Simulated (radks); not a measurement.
Q: The chlorine ion Cl2+, 15 electrons, occupied as [Ne] 3s2 3p2 4f1 (not the ground configuration). Calculated with a radial shooting solver on a logarithmic mesh with Libxc functionals: non-relativistic Kohn-Sham, SCAN, spin-polarised, spherical densities, point nucleus; open shells are filled with parallel spins first; meta-GGA in the generalised Kohn-Sham scheme. Some entries of the table are withheld. Estimate them.

orbital,occ.,eigenvalue (hartree),<1/r> (bohr^-1),<r^2> (bohr^2)
1s up,1,-102.7662,16.55,0.01124
1s down,1,-102.7422,16.55,0.01124
2s up,1,-10.87941,3.308,0.2337
2s down,1,-10.86537,3.305,0.2335
2p up,3,-8.63039,3.211,0.2046
2p down,3,-8.60303,3.208,0.2043
3s up,1,-2.05461,0.9809,(1)
3s down,1,-1.89700,0.9754,(2)
3p up,2,-1.52744,0.8886,2.657
4f up,1,-0.22765,0.1969,37.45

A: 
(1) 3s up <r^2> (bohr^2): 2.241
(2) 3s down <r^2> (bohr^2): 2.282
